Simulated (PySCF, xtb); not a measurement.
CH5F3Si2, SMILES C[Si@@H]([SiH](F)F)F. Other conformers were not sampled.

Harmonic wavenumbers (cm⁻¹) from GFN2-xTB in xtb 6.7.1 at its own minimum, in rising order: 21, 91, 108, 151, 168, 180, 219, 262, 464, 603, 632, 643, 685, 738, 785, 812, 825, 838, 848, 1374, 1473, 1476, 2243, 2349, 3023, 3037, 3048.

Task: What does PBE0-D3(BJ)/def2-SVP (PySCF 2.14.0) give at its own minimum? (An estimate is asked for; the answer gives what the named calculation found.)

Result: 30, 75, 139, 167, 184, 211, 259, 328, 467, 646, 693, 761, 797, 821, 829, 850, 912, 926, 954, 1267, 1420, 1427, 2243, 2266, 3058, 3164, 3172. Paired by order, the mean absolute difference is 59 cm⁻¹ and the zero-point energies are 38.7 and 40.1 kcal/mol.
